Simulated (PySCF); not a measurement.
Compound: C5H4FN2 (charge -1).
Numbering: `[F:1]/[CH:2]=[CH:3]\[c:4]1[cH:5][n:6][cH:7][n-:8]1` (hydrogens: H9 on C2; H10 on C3; H11 on C5; H12 on C7)

Torsions of this conformer, `[F:1]/[CH:2]=[CH:3]\[c:4]1[cH:5][n:6][cH:7][n-:8]1`: C2–C3–C4–C5 0°.

The closed-shell ground state was solved at several levels (PySCF, density fitting, gas phase, non-relativistic). Geometry: GFN2-xTB, one conformer, isolated ion. No diffuse functions stand in pcJ-1 and pcSseg-1, which bears on an anion's orbital energies.

| level | basis functions | total energy (Eh) | HOMO (eV) | LUMO (eV) | gap (eV) |
| --- | --- | --- | --- | --- | --- |
| PBE0/pcSseg-1 | 156 | -401.8096 | -0.74 | 4.41 | 5.15 |
| B3LYP/pcJ-1 | 256 | -402.3049 | -0.53 | 4.23 | 4.76 |

What might CAM-B3LYP/def2-SVPD (195 basis functions) give for the same quantities?

Total energy -401.8503 Eh, HOMO -2.12 eV, LUMO 4.76 eV, gap 6.88 eV.

Over all these levels, which gives the widest orbital gap and which the narrowest?

CAM-B3LYP/def2-SVPD (range-separated hybrid) has the widest, 6.88 eV, and B3LYP/pcJ-1 (global hybrid, 20 % exact exchange) the narrowest, 4.76 eV. Functional and basis both differ between the two, so the spread mixes both effects.
